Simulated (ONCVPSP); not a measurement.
**Before and after: ONCV potential for cerium**

- Element: cerium
- Generator: ONCVPSP 4.0.1
- Type: optimised norm-conserving Vanderbilt (ONCV)
- Functional: PBEsol
- Relativity: fully relativistic
- Frozen core: [Kr] 4d10
- Valence charge: 12
- Reference configuration: 4f1 5s2 5p6 5d1 6s1 (charge +1)
- Partial waves: 5s+6s: rc 2.75 bohr, ncon 4, nbas 8, qcut 5.1 1/bohr, 3 projectors, debl 3.7 Ha; 5p: rc 2.00 bohr, ncon 3, nbas 7, qcut 3.9 1/bohr, 1 projector; 5d: rc 4.00 bohr, ncon 5, nbas 10, qcut 4.4 1/bohr, 2 projectors, debl 3.8 Ha; 4f: rc 1.55 bohr, ncon 4, nbas 9, qcut 13.1 1/bohr, 2 projectors, debl 2.3 Ha
- Local potential: polynomial inside 0.95 bohr (lpopt 5, dvloc0 0 Ha)
- Core correction: polynomial model core, fcfact 0.15

Open shells are filled in proportion to 2j + 1.

Change: p: rc 1.38.

Cutoffs: the cutoffs (Ha) at which the residual kinetic energy of the hardest occupied pseudo-wave falls to 1 and 0.1 mHa per electron; they do not see the model core or the augmentation charge, which bear on the density cutoff. Errors are all-electron minus pseudo energies relative to the spin-unpolarised reference configuration.

Task: How do hardness, ghosts and transferability respond?

Result: The potential gets harder (62 Ha and 69 Ha → 64 Ha and 88 Ha); both files keep a bound ghost (p, s); the errors of the 3 common tests hardly move. A smaller radius makes the pseudo-wave follow the all-electron one further in, where it bends more sharply, so more plane waves are needed.

| quantity | base | changed |
| --- | --- | --- |
| cutoff, loose | 62 Ha | 64 Ha |
| cutoff, tight | 69 Ha | 88 Ha |
| loose cutoff by channel | s 7.3 Ha, p 8.3 Ha, d 5.6 Ha, f 62 Ha | s 7.3 Ha, p 64 Ha, d 5.6 Ha, f 62 Ha |
| bound ghosts | s, p3/2, p1/2 | s, p3/2, p1/2 |
| GHOST(+) flags under 300 eV | none | none |
| tests counted as reliable (solved cleanly; for ONCVPSP, near-neutral configurations with less than one 5d electron left out) | 3 of 4 | 3 of 4 |
| error for 4f1 5s2 5p6 5d1 6s2, meV [ΔE -6.10 eV] | -2.0 | -2.1 |
| error for 4f1 5s2 5p6 5d1 6s0, meV [ΔE 11.04 eV] | -5.5 | -5.8 |
| error for 4f1 5s2 5p6 5d0 6s0, meV [ΔE 30.16 eV] | +22 | +21 |
| s: phases at 2.79 bohr within 0.05 rad from the reference energy up to (Ha; the scan ends near 5) | to the end of the scan | to the end of the scan |
| d5/2: phases at 4.07 bohr within 0.05 rad from the reference energy up to (Ha; the scan ends near 5) | 0.0 | 0.0 |
| d3/2: phases at 4.07 bohr within 0.05 rad from the reference energy up to (Ha; the scan ends near 5) | 0.0 | 0.0 |
| f7/2: phases at 1.57 bohr within 0.05 rad from the reference energy up to (Ha; the scan ends near 5) | to the end of the scan | to the end of the scan |
| f5/2: phases at 1.57 bohr within 0.05 rad from the reference energy up to (Ha; the scan ends near 5) | to the end of the scan | to the end of the scan |
| rms error of d²Exc/dni dnj with the model core, mHa | 4.97 | 4.90 |

 A true bound ghost makes a file unfit for plane-wave use even where its test errors are small: the radial tests pick states by their node count and pass the ghost by.
